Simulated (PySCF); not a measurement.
# Correlation energy of Sr⁺ (strontium, charge +1)

[Kr] 4d1, 2D determinant (an excited configuration). Computed with PySCF 2.14 in def2-QZVPPD with the def2 core potential (28 electrons), with scalar relativity through the core potential. Frozen: nothing; 9 electrons correlated.

```csv
level,correlation energy (mhartree)
CCSD,-220.03
(T),-5.67
CCSD(T),-225.70
```

Diagnostics: T1 = 0.0051, D1 = 0.0177, largest double amplitude 0.020.

Cost of the coupled-cluster step: roughly 4 core-seconds, for 9 correlated electrons.

Iterations:

```
CC2 = 0
CCSD nocc = (np.int64(5), np.int64(4)), nmo = (63, 63)
frozen orbitals [[], []]
max_cycle = 100
direct = 0
conv_tol = 1e-08
conv_tol_normt = 1e-06
diis_space = 8
diis_start_cycle = 0
Init t2, MP2 energy = -0.204598840711609
Init E_corr(UCCSD) = -0.20459884071176
cycle = 1  E_corr(UCCSD) = -0.21671812717025  dE = -0.0121192865  norm(t1,t2) = 0.0276775
cycle = 2  E_corr(UCCSD) = -0.21933367816356  dE = -0.00261555099  norm(t1,t2) = 0.00760747
cycle = 3  E_corr(UCCSD) = -0.22010339262277  dE = -0.000769714459  norm(t1,t2) = 0.00318785
cycle = 4  E_corr(UCCSD) = -0.220033240572847  dE = 7.01520499e-05  norm(t1,t2) = 0.000927903
cycle = 5  E_corr(UCCSD) = -0.220023786687049  dE = 9.4538858e-06  norm(t1,t2) = 0.000149663
cycle = 6  E_corr(UCCSD) = -0.220027944778385  dE = -4.15809134e-06  norm(t1,t2) = 2.9957e-05
cycle = 7  E_corr(UCCSD) = -0.220028001859338  dE = -5.70809534e-08  norm(t1,t2) = 4.72958e-06
cycle = 8  E_corr(UCCSD) = -0.220027913907739  dE = 8.79515986e-08  norm(t1,t2) = 1.11381e-06
cycle = 9  E_corr(UCCSD) = -0.220027915854914  dE = -1.94717473e-09  norm(t1,t2) = 1.92846e-07
UCCSD converged
E(UCCSD) = -30.32253830860081  E_corr = -0.220027915854914
UCCSD(T) correction = -0.0056658715149498
```

The basis has no tight functions for the innermost shells, so their pair energies are far from complete.

This basis was not built for core-valence correlation, so the inner-shell part is incomplete.
